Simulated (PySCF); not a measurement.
A side-by-side comparison of computed properties.

First species: C6H11N3.
Atom-mapped SMILES: `[CH3:1][C:2]([CH3:3])([CH3:4])[n:5]1[cH:6][cH:7][n:8][n:9]1` (hydrogens: H10, H11, H12 on C1; H13, H14, H15 on C3; H16, H17, H18 on C4; H19 on C6; H20 on C7)

Second species: C₆H₁₃PS.
Numbering: `[CH2:1]=[C:2]([CH3:3])[P:4]([CH3:5])[CH2:6][S:7][CH3:8]` (hydrogens: H9, H10 on C1; H11, H12, H13 on C3; H14, H15, H16 on C5; H17, H18 on C6; H19, H20, H21 on C8)

Structure used (GFN2-xTB), in Å, numbered top down from 1:
```
atom  x, y, z in Å
C1    -1.6025    1.7590   -0.1839
C2    -1.7360    0.4408   -0.2406
C3    -3.0472   -0.2341    0.0294
P4    -0.4047   -0.6831   -0.8276
C5    -0.4519   -1.9355    0.5350
C6     1.0783    0.2727   -0.2242
S7     2.5500   -0.8021   -0.2464
C8     3.8121    0.4752    0.0185
H9    -0.6779    2.2636   -0.4041
H10   -2.4306    2.3944    0.0907
H11   -3.0167   -0.7596    0.9836
H12   -3.8555    0.4934    0.0644
H13   -3.2608   -0.9653   -0.7498
H14   -1.3351   -2.5607    0.4231
H15   -0.4535   -1.4576    1.5143
H16    0.4322   -2.5640    0.4381
H17    0.9269    0.6499    0.7909
H18    1.2737    1.0987   -0.9102
H19    4.7691   -0.0331    0.0654
H20    3.6190    0.9901    0.9557
H21    3.8020    1.1743   -0.8134
```

Levels: PBE0/pcSseg-1 for dipole moment, HOMO energy, LUMO energy and HOMO–LUMO gap; GFN2-xTB for rotational constant A and rotational constant C. Geometries: GFN2-xTB. Each structure is a single optimised conformer of the isolated species, non-relativistic unless stated; the electronic structure was computed with PySCF and density fitting.

Dipoles, sizes and rotational constants follow the conformer. The torsions of the flexible species, by atom-mapped SMILES:
- `[CH3:1][C:2]([CH3:3])([CH3:4])[n:5]1[cH:6][cH:7][n:8][n:9]1`: C1–C2–N5–C6 -121°
- `[CH2:1]=[C:2]([CH3:3])[P:4]([CH3:5])[CH2:6][S:7][CH3:8]`: C1–C2–P4–C5 132°, C2–P4–C6–S7 164°, P4–C6–S7–C8 168°

| property | column X | column Y |
| --- | --- | --- |
| dipole moment | 2.04 D | 4.69 D |
| HOMO energy | -6.38 eV | -7.39 eV |
| LUMO energy | 0.07 eV | 0.17 eV |
| HOMO–LUMO gap | 6.45 eV | 7.56 eV |
| rotational constant A | 2.917 GHz | 3.178 GHz |
| rotational constant C | 0.622 GHz | 1.172 GHz |

**Question.** Which column belongs to which species?

**Answer.** Column X is the second species and column Y the first. The first has 20 atoms and 68 electrons, the second 21 and 80.

**Question.** How does each property change from the first species to the second?

**Answer.** dipole moment -2.65 D; HOMO energy +1.01 eV; LUMO energy -0.10 eV; HOMO–LUMO gap -1.11 eV; rotational constant A -0.261 GHz; rotational constant C -0.550 GHz.

On the first: In atomic units the dipole is 1.84 e·bohr (1 au = 2.5417 D).

On the second: The dipole matches unit charges of opposite sign 0.42 Å apart (1 e·Å = 4.8032 D).
